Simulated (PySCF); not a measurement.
Cartesian coordinates (Å):
```xyz
11

C      1.3459     0.5143     0.0090
O      0.4804    -0.2766     0.7740
C     -0.5808    -0.8393     0.0262
N     -1.5867     0.0587    -0.4428
H      2.1730     0.8140     0.6529
H      0.8587     1.4232    -0.3692
H      1.7502    -0.0452    -0.8474
H     -0.1699    -1.3757    -0.8402
H     -1.0388    -1.5632     0.7019
H     -1.2501     0.6868    -1.1591
H     -1.9819     0.6031     0.3126
```
Charge 0, spin multiplicity 1.

**Question.** What is the computed HOMO, LUMO, dipole moment, HOMO–LUMO gap and total energy (PBE0-D3(BJ)/def2-TZVP (PySCF 2.14.0))?

**Answer.** 
* **HOMO**: -7.24 eV
* **LUMO**: 1.08 eV
* **dipole moment**: 1.42 D
* **HOMO–LUMO gap**: 8.32 eV
* **total energy**: -210.2292 Ha
